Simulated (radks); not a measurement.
Cr16+, configuration [He] 2s2 2p4 (the NIST ground configuration). All-electron calculation, scalar-relativistic Kohn-Sham, PBE, spin-polarised, spherical densities, point nucleus; open shells are filled with parallel spins first. Program: a radial shooting solver on a logarithmic mesh with Libxc functionals. Some entries of the table are withheld. Estimate them.

orbital,occ.,eigenvalue (eV),r(max) (bohr),<r> (bohr)
1s up,1,-6558.684,0.04159,0.06344
1s down,1,-6550.511,0.04156,0.06336
2s up,1,-1247.732,0.2365,0.2791
2s down,1,-1233.346,0.2372,0.2805
2p up,3,-1158.724,0.1897,0.2434
2p down,1,-1141.662,0.1906,0.2450
3s up,0,-485.5472,(1),0.6851
3s down,0,-481.9451,(2),0.6886
3p up,0,-458.0555,0.6256,0.6661
3p down,0,-454.0938,0.6298,0.6705

Answer. 
(1) 3s up r(max) (bohr): 0.6478
(2) 3s down r(max) (bohr): 0.6511
